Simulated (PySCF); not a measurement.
Assigning NMR signals

Atom-mapped SMILES (the numbers label the heavy atoms): `[CH3:1][CH2:2][CH2:3][c:4]1[cH:5][n:6][cH:7][n:8]1[CH3:9]`. Hydrogens are named by the atom that carries them.

Theory: geometry: GFN2-xTB, shieldings: GIAO PBE0/pcSseg-1, in PySCF 2.14 (non-relativistic, single conformer, averaged over atoms made equivalent by symmetry, fast rotation or ring inversion, no solvent).

Shifts are taken against calculated references (same method and geometry level): ¹³C (186.93 ppm) and ¹H (31.72 ppm) vs TMS.

Q: Assign these signals to the numbered atoms. ¹³C{¹H} NMR (computed): δ 139.2 (CH), 136.5 (C), 133.5 (CH), 32.0 (CH3), 31.6 (CH2), 30.7 (CH2), 17.2 (CH3).

A: 
| δ (ppm) | atoms | environment | reason |
| --- | --- | --- | --- |
| 139.2 | C7 | aromatic CH between two ring heteroatoms | – |
| 136.5 | C4 | substituted aromatic carbon next to a ring nitrogen | – |
| 133.5 | C5 | aromatic CH next to a ring nitrogen | – |
| 32.0 | C9 | methyl carbon bonded to N | pulled downfield by the heteroatom |
| 31.6 | C2 | sp3 CH2 | saturated and bonded to C and H only |
| 30.7 | C3 | sp3 CH2 on an aromatic ring | saturated and bonded to C and H only |
| 17.2 | C1 | methyl carbon | aliphatic region, no heteroatom directly attached |

C9 and C2; C2 and C3 lie closer than the usual error of such a calculation, so a measured spectrum could show them in the other order.

Q: Assign these signals to the numbered atoms. ¹H NMR (400 MHz, computed): δ 7.04 (m, 1H), 7.02 (m, 1H), 3.62 (s, 3H), 2.52 (t, 2H), 1.48 (m, 2H), 1.13 (t, 3H).

A: 
```tsv
δ (ppm)	atoms	environment	reason
7.04	H(C5)	hydrogen on an aromatic CH next to a ring nitrogen	ring-current deshielding
7.02	H(C7)	hydrogen on an aromatic CH between two ring heteroatoms	it sits in the deshielding region of the aromatic ring current
3.62	H(C9)	hydrogen on a methyl carbon bonded to N	its carbon carries N, which withdraws density
2.52	H(C3)	hydrogen on an sp3 CH2 on an aromatic ring	benzylic-type position, deshielded by the ring
1.48	H(C2)	hydrogen on an sp3 CH2	–
1.13	H(C1)	hydrogen on a methyl carbon	far from electronegative atoms and π systems
```

H(C5) and H(C7) lie closer than the usual error of such a calculation, so a measured spectrum could show them in the other order.

Shifts are as computed. Against solution values, carbons near 30 ppm lie about +3 ppm off and those near 130 ppm about +5 ppm. Of 1211 compounds with measured shifts, 218 miss one by over three times the rms of a fit or turn the order of signals round; such compounds aren't used in these exercises. Multiplicities follow the n + 1 count of equivalent neighbours, as no J values were calculated; m marks all less simple cases, F and P coupling included.
